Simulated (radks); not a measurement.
Species: the promethium ion Pm2+. Configuration: [Xe] 4f5.

Method: Dirac Kohn-Sham, OLYP, spin-unpolarised, spherical densities, point nucleus; open shells fill j = l - 1/2 first; computed with a radial shooting solver on a logarithmic mesh with Libxc functionals.

Energy parts (hartree):
total: -10030.2704
kinetic: 10847.0841
electron-nucleus: -24514.1929
Hartree: 3870.1263
exchange-correlation: -233.2880

Orbitals (lengths in bohr, moments of r in powers of bohr; r(max) is where P^2 peaks):
orbital  occ.  eigenvalue (hartree)   <1/r>      <r^2>   r(max)
1s1/2       2             -1653.362   67.43  0.0007317  0.01479
2s1/2       2             -269.2698   15.99    0.01150  0.08395
2p1/2       2             -255.0259   15.97   0.008389  0.06371
2p3/2       4             -234.4417   14.30   0.009635  0.06924
3s1/2       2             -59.10710   5.806    0.07741   0.2388
3p1/2       2             -53.00535   5.720    0.07249   0.2257
3p3/2       4             -48.86212   5.299    0.07977   0.2376
3d3/2       4             -38.27655   5.173    0.06437   0.1897
3d5/2       6             -37.37709   5.067    0.06641   0.1930
4s1/2       2             -12.13141   2.416     0.3966   0.5521
4p1/2       2              -9.80932   2.310     0.4206   0.5587
4p3/2       4              -8.90469   2.169     0.4608   0.5841
4d3/2       4              -5.08839   1.949     0.5400   0.5977
4d5/2       6              -4.92739   1.914     0.5562   0.6060
5s1/2       2              -2.02105  0.9241      2.321    1.291
5p1/2       2              -1.39864  0.8136      2.955    1.414
5p3/2       4              -1.27641  0.7647      3.290    1.488
4f5/2       5              -0.56964   1.324      1.423   0.6339
4f7/2       0              -0.55206   1.307      1.476   0.6391
6s1/2       0              -0.51541  0.3392      15.11    3.419
5d3/2       0              -0.50583  0.4928      8.014    2.022
5d5/2       0              -0.49643  0.4826      8.313    2.059

The highest occupied level is 4f5/2 at -15.501 eV. Summed over all electrons, <r^2> = 41.16 bohr^2, which gives a Langevin (diamagnetic) susceptibility term of -32.6 x 10^-6 cm^3/mol.
